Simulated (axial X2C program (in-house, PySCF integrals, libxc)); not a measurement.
LiTl: from Re and ωe to a spectrum

A bond curve at the CCSD(T) level, two-component, was computed with an in-house all-electron X2C program for linear molecules (integrals from PySCF) (basis Tl dyall-cv3z [12s14p10d7f1g], Li dyall-cv3z [7s8p2d] (cores contracted in-house)) for the state Ω = 0 (closed shell). Its fit gives Re = 2.9149 Å, ωe = 237.0 cm⁻¹, ωexe = 1.37 cm⁻¹ and αe = 2.547e-03 cm⁻¹; the masses are 204.9744 and 7.0160 u. Two-component means X2C with spin–orbit coupling and atomic mean-field Coulomb and Gaunt terms.

Correlated methods: 14 electrons correlated (number of frozen shells: Tl 5 s, 4 p, 2 d, 1 f; Li 1 s), 248 virtual spin orbitals or spinors in MP2, 90 natural virtuals in coupled cluster.

Find the reduced mass, Be and the force constant.

From the CCSD(T) values: μ = 6.7838 u. Be = 16.8576/(μ Re²) = 0.2925 cm⁻¹. k = 5.8918×10⁻⁷ μ ωe² = 0.225 mdyn/Å.

Where do the fundamental and the first overtone lie?

ν(1←0) = ωe − 2ωexe = 234.3 cm⁻¹; ν(2←0) = 2ωe − 6ωexe = 465.8 cm⁻¹.

Give B0, the J = 1←0 line in GHz and the most populated J at 300 K (kT = 208.5 cm⁻¹).

B0 = Be − αe/2 = 0.2912 cm⁻¹; 2B0 = 17.46 GHz; J(max) ≈ √(kT/2B0) − 1/2 = 18.4, so J = 18.

Estimate the centrifugal constant by the Kratzer relation.

D = 4Be³/ωe² = 1.78e-06 cm⁻¹.

Estimate De from a Morse curve and compare with the computed well depth of 0.658 eV to Tl + Li.

De(Morse) = ωe²/(4ωexe) = 1.271 eV against 0.658 eV computed, a ratio of 1.93. The extrapolation overshoots: the well softens faster than a Morse curve, or the lowest atomic limit lies below the one to which the curve heads.

The state is one determinant whose occupation by symmetry is held fixed; it was picked as the lowest of a PBE0 search that is not exhaustive. Dissociation energies refer to the lowest single-determinant-based atoms at the same level and basis. CCSD and (T) use frozen natural virtuals with an MP2 correction for the truncation; (T) itself is uncorrected, so its De runs slightly low. PBE0 can misorder states that lie within some tenths of an eV, so this need not be the ground state of the molecule. The nearest other 2c determinant of the search, Ω = 1, lies 0.45 eV up at the distance of the search.
